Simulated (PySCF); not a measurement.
Job for PySCF: R-HF/STO-3G on BFH2Se (SMILES FB[SeH]), a point of a bond scan (R = 1.457 Å).

```python
from pyscf import gto, scf, dft, mp
from pyscf.data.elements import chemcore

mol = gto.M(
    atom='''
    B    -0.50635411   -0.90180536    0.69980998
    F     0.53418172   -1.67152430    1.36881141
    H    -1.64886171   -1.18176115    0.86909359
    Se    0.04580074    0.56405598   -0.45090094
    H    -1.33288088    0.92683336   -0.80944951
    ''',
    basis='sto-3g',
    charge=0, spin=0, verbose=3, max_memory=1800)
mf = scf.RHF(mol)
mf.conv_tol = 1e-8
mf.max_cycle = 100
mf.kernel()
if not mf.converged:
    mf = mf.newton().run(mf.mo_coeff, mf.mo_occ)
```

Program output:

```
converged SCF energy = -2497.17921480303
```

The calculation finished and met its thresholds.

Cost: about 0.26 core-seconds (a rough figure).
